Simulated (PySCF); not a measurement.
**Circular dichroism: `C[C@@H]1[C@@H]2C[C@H]1[C@H](N)C2`, C7H13N**

Cartesian coordinates in Å; atom numbers follow the order of the lines, from 1:
```xyz
21

C    -2.0265    0.3469   -1.1827
C    -0.8581   -0.1931   -0.3789
C    -0.6050    0.4177    1.0144
C     0.1623    1.5438    0.3053
C     0.5337    0.4091   -0.6601
C     1.4402   -0.4527    0.2505
N     1.7685   -1.7883   -0.1978
C     0.5465   -0.4541    1.5189
H    -2.0368    1.4321   -1.2185
H    -1.9787   -0.0262   -2.2046
H    -2.9642    0.0119   -0.7423
H    -0.9085   -1.2863   -0.3945
H    -1.4175    0.6217    1.7068
H     0.9764    2.0122    0.8561
H    -0.4714    2.3101   -0.1299
H     0.8825    0.6023   -1.6723
H     2.3931    0.0552    0.4319
H     0.9287   -2.3096   -0.4265
H     2.3456   -1.7493   -1.0309
H     1.0507   -0.0219    2.3815
H     0.2298   -1.4646    1.7731
```

Theory: TDDFT PBE0/def2-SVPD circular dichroism and optical rotation, one conformer, gas phase in PySCF. Geometry: GFN2-xTB.

The molecule is flexible and this is one conformer; a measurement averages over conformers. States above about 6.7 eV (minus the energy of the highest occupied orbital) lie near or above the ionisation threshold and depend on the basis.

Question: Assign R or S to each stereocentre.

Answer: C2 R, C3 R, C5 R, C6 R.

Question: Which excitations and rotatory strengths does the calculation give?

Answer: Rotatory strengths R in 10⁻⁴⁰ esu² cm², velocity form and length form (origin at the centre of mass); f in length form.
| state | E (eV) | λ (nm) | f | R (velocity) | R (length) | main |
| --- | --- | --- | --- | --- | --- | --- |
| 1 | 6.25 | 198 | 0.026 | -4.1 | -3.0 | HOMO→LUMO 0.66, HOMO→LUMO+1 0.30 |
| 2 | 6.74 | 184 | 0.009 | +1.3 | +1.4 | HOMO→LUMO+2 0.66, HOMO→LUMO+1 0.23 |
| 3 | 6.83 | 182 | 0.003 | -3.4 | -3.1 | HOMO→LUMO+1 0.41, HOMO→LUMO 0.28 |
| 4 | 7.17 | 173 | 0.0004 | -1.8 | -2.1 | HOMO→LUMO+3 0.91 |
| 5 | 7.73 | 160 | 0.007 | -5.3 | -5.6 | HOMO→LUMO+4 0.91 |
| 6 | 7.91 | 157 | 0.013 | -10.8 | -11.0 | HOMO→LUMO+5 0.87 |
| 7 | 7.98 | 155 | 0.007 | -0.7 | +0.6 | HOMO−1→LUMO 0.75, HOMO→LUMO+6 0.16 |
| 8 | 8.00 | 155 | 0.020 | -13.9 | -14.4 | HOMO→LUMO+6 0.72, HOMO−1→LUMO 0.19 |
| 9 | 8.25 | 150 | 0.016 | -2.0 | -2.5 | HOMO−2→LUMO 0.79, HOMO→LUMO+7 0.13 |
| 10 | 8.29 | 150 | 0.011 | +2.6 | +2.2 | HOMO→LUMO+7 0.67, HOMO−2→LUMO 0.14 |
| 11 | 8.35 | 148 | 0.0004 | +0.3 | 0.0 | HOMO−1→LUMO+2 0.56, HOMO−1→LUMO+1 0.35 |
| 12 | 8.39 | 148 | 0.015 | +33.8 | +32.7 | HOMO−1→LUMO+1 0.55, HOMO−1→LUMO+2 0.35 |
| 13 | 8.52 | 146 | 0.002 | +1.9 | +2.3 | HOMO→LUMO+8 0.69, HOMO→LUMO+9 0.14 |
| 14 | 8.56 | 145 | 0.017 | +31.8 | +32.9 | HOMO−3→LUMO 0.62, HOMO−1→LUMO+3 0.09 |
| 15 | 8.60 | 144 | 0.006 | -9.0 | -7.7 | HOMO→LUMO+9 0.62, HOMO→LUMO+8 0.13 |
| 16 | 8.64 | 143 | 0.009 | -22.4 | -22.7 | HOMO−1→LUMO+3 0.56, HOMO−2→LUMO+2 0.14 |

For state 7 the two forms differ in sign, so the sign of R isn't settled.

Among the states computed, the strongest CD band (largest |R|) is state 12. The largest dissymmetry factor in size, g = 4R/(D+G), with D and G the electric and magnetic dipole strengths, is -0.057 for state 4 (velocity form, f = 0.0003), among bands with |R| over 0.5. The mirror image has the same energies and oscillator strengths and all R with the opposite sign.
